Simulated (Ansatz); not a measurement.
Calculated with Ansatz (gas phase, PBE0-D4/def2-TZVP geometries, no zero-point term in ΔE). CBS: MP2 limit from def2 TZ/QZ plus the TZ coupled-cluster correction, frozen cores. DFT in def2-TZVPP. Each species was taken in one conformer, which may not be the lowest.

Reaction (ligand exchange at a B–C bond): `BC(C)(C)C` + `N[SiH]([SiH3])S` → `BN[SiH]([SiH3])S` + `CC(C)C`

| species | r2SCAN energy (Eh) |
| --- | --- |
| `BC(C)(C)C` | -183.81506 |
| `N[SiH]([SiH3])S` | -1036.13811 |
| `BN[SiH]([SiH3])S` | -1061.60495 |
| `CC(C)C` | -158.40730 |

Task: Work out ΔE.

Result: ΔE = (-1061.60495) + (-158.40730) − (-183.81506) − (-1036.13811) = -0.05908 Eh = -155.1 kJ/mol. CCSD(T)/CBS gives -153.8 kJ/mol.

Largest T1 diagnostic among the species: 0.013.
